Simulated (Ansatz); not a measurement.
`CCCCCCCCSC(C)=O`, relaxed as a singlet with RKS r2SCAN-D4/def2-SVP in Ansatz, starting from the GFN2-xTB geometry. Force threshold 0.03 eV/Å.

Start:

```xyz
32

C    -1.914   -5.224   -1.331
C    -1.803   -3.707   -1.417
C    -0.621   -3.178   -0.610
C    -0.505   -1.659   -0.696
C     0.665   -1.129    0.130
C     0.883    0.374   -0.032
C    -0.256    1.211    0.546
C     0.003    2.699    0.402
S     1.396    3.249    1.452
C     1.320    4.987    1.107
C     2.337    5.775    1.874
O     0.513    5.426    0.335
H    -1.011   -5.693   -1.716
H    -2.761   -5.581   -1.912
H    -2.049   -5.538   -0.298
H    -1.689   -3.410   -2.462
H    -2.725   -3.254   -1.045
H     0.301   -3.635   -0.977
H    -0.740   -3.471    0.436
H    -1.438   -1.216   -0.342
H    -0.369   -1.367   -1.740
H     1.576   -1.646   -0.178
H     0.498   -1.358    1.185
H     1.809    0.655    0.475
H     1.000    0.608   -1.093
H    -1.188    0.990    0.022
H    -0.393    0.963    1.600
H    -0.859    3.291    0.710
H     0.261    2.959   -0.625
H     2.274    6.823    1.592
H     3.333    5.390    1.667
H     2.151    5.668    2.941
```

Problem. Estimate the energy that the relaxation releases and the steps that it takes.

Solution. 0.11 eV, in 5 steps; 31 s on 4 threads of Arm Neoverse V2 on a shared host. No frequencies were taken in this run, so the end may be a saddle point.

Problem. Does the start keep its bonding?

Solution. By distances, no bond broke or formed. The bond that changes most is S9–C10, from 1.77 to 1.79 Å (atoms count from 1).

Problem. Predict the relaxed structure.

Solution. 
Cartesian coordinates in Å:
```
C -1.937 -5.268 -1.341
C -1.813 -3.751 -1.418
C -0.636 -3.198 -0.618
C -0.501 -1.679 -0.694
C 0.673 -1.134 0.118
C 0.901 0.373 -0.017
C -0.241 1.232 0.527
C -0.004 2.731 0.409
S 1.392 3.267 1.462
C 1.318 5.028 1.128
C 2.360 5.817 1.884
O 0.507 5.512 0.374
H -1.030 -5.762 -1.728
H -2.793 -5.639 -1.926
H -2.074 -5.604 -0.300
H -1.710 -3.438 -2.474
H -2.748 -3.282 -1.058
H 0.301 -3.667 -0.973
H -0.739 -3.503 0.442
H -1.447 -1.221 -0.351
H -0.385 -1.375 -1.752
H 1.593 -1.661 -0.192
H 0.528 -1.387 1.186
H 1.835 0.645 0.506
H 1.066 0.627 -1.081
H -1.173 1.010 -0.022
H -0.438 0.967 1.583
H -0.886 3.312 0.721
H 0.229 3.025 -0.627
H 2.292 6.873 1.593
H 3.368 5.431 1.669
H 2.194 5.720 2.969
```
Bond lengths: 8 × C–C 1.51 to 1.53 Å; 2 × C–S 1.79 to 1.83 Å; 1 × C–O 1.21 Å; 20 × C–H 1.10 to 1.11 Å.
